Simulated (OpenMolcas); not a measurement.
**Ionisation energies of palladium**

```
Program             : OpenMolcas
Basis               : ANO-R3 [8s6p5d3f2g1h]
Scalar Hamiltonian  : X2C, finite nucleus
Spin-orbit coupling : state interaction with AMFI integrals over the reference wave functions, term energies averaged over their components
```

Active shells in each charge state: the valence d shell, with orbitals averaged over the low states. Where CASPT2's correlated closed shells are named, they are those of the first ion.

A. CASSCF
B. SS-CASPT2, IPEA 0.25 Eh, imaginary shift 0.1 Eh (closed shells correlated: 4s 4p)
C. SS-CASPT2, IPEA 0.25 Eh, imaginary shift 0.1 Eh (closed shells correlated: none)
D. SS-CASPT2, IPEA 0.25 Eh, imaginary shift 0.1 Eh (closed shells correlated: 3d 4s 4p)
E. SS-CASPT2, IPEA 0 Eh, imaginary shift 0.1 Eh (closed shells correlated: 4s 4p)

Energies in eV between the lowest computed levels, named as in B; reference values from the NIST Atomic Spectra Database with their kind.

```tsv
From	To	A	B	C	D	E	Spin-orbit share in B	Reference
Pd2+ 4d⁸ ³F₄	Pd3+ 4d⁷ ⁴F_9/2	31.174	32.922	32.900	32.899	32.872	-0.023	32.930 (semi-empirical)
Pd3+ 4d⁷ ⁴F_9/2	Pd4+ 4d⁶ ⁵D₄	46.287	47.819	47.750	47.791	47.805	+0.086	46.000 (theoretical)
Pd4+ 4d⁶ ⁵D₄	Pd5+ 4d⁵ ⁶S_5/2	61.295	62.869	62.723	62.845	62.828	+0.220	61.000 (theoretical)
Pd5+ 4d⁵ ⁶S_5/2	Pd6+ 4d⁴ ⁵D₀	83.609	84.535	84.346	84.489	84.609	-0.381	84.100 (theoretical)
Pd6+ 4d⁴ ⁵D₀	Pd7+ 4d³ ⁴F_3/2	100.913	101.872	101.550	101.830	101.915	-0.163	101.000 (theoretical)
Pd7+ 4d³ ⁴F_3/2	Pd8+ 4d² ³F₂	120.220	121.160	120.620	121.122	121.235	-0.038	120.000 (theoretical)
```

The lowest level within the active space need not be the ion's true ground level.
